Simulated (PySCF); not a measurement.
Pb⁺: ionisation energy

Pb⁺ [Xe] 4f14 5d10 6s2 6p1 [6p1/2^1, M_J = 1/2] → Pb²⁺ [Xe] 4f14 5d10 6s2, as a difference of total energies. Calculation: PySCF 2.14, in x2c-TZVPall-2c (11s11p9d3f, 110 functions); the two-component X2C-1e Hamiltonian. Correlated levels: [Kr] 4d10 4f14 frozen; the 24 highest virtual spinors dropped. "Screened" scales the spin-orbit matrix elements by Boettger's factors to mimic the two-electron term; Breit and QED terms are absent.

| method | ionisation energy (eV) |
| --- | --- |
| GHF (spin-free) | 13.203 |
| GMP2 (spin-free) | 13.520 |
| GHF (screened spin-orbit) | 14.504 |
| GMP2 (screened spin-orbit) | 14.784 |

Question: How much does correlation contribute at GMP2 (screened spin-orbit)?

Answer: 14.784 − (14.504) = 0.280 eV, measured against GHF (screened spin-orbit).

The spin-free rows lack the spin-orbit shift.

Errors of the correlated levels include the incompleteness of this basis and the frozen core.

For comparison: 15.032 eV (measured; NIST Atomic Spectra Database, ionization energies).
